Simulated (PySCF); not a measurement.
Input file for PySCF: R-MP2/6-31G* on GeH5P (SMILES [PH2][GeH3]), a point of a torsion scan.

```python
from pyscf import gto, scf, dft, mp
from pyscf.data.elements import chemcore

mol = gto.M(
    atom='''
    P     1.41623104   -0.39410010    0.51388213
    Ge   -0.79063930    0.07406848    0.10474372
    H     1.84349832    0.88066614    0.16915588
    H     1.63304858   -0.86797210   -0.77339676
    H    -1.06901405    1.47347116   -0.36467727
    H    -1.40646894   -0.84021625   -0.91279307
    H    -1.60552304   -0.09842881    1.35155857
    ''',
    basis='6-31g*',
    cart=True,
    charge=0, spin=0, verbose=3, max_memory=1800)
mf = scf.RHF(mol)
mf.conv_tol = 1e-8
mf.max_cycle = 100
mf.kernel()
if not mf.converged:
    mf = mf.newton().run(mf.mo_coeff, mf.mo_occ)
pt = mp.MP2(mf, frozen=chemcore(mol)).run()
```

### Question
Give the final energy of this run.

### Answer
-2419.0455 hartree.
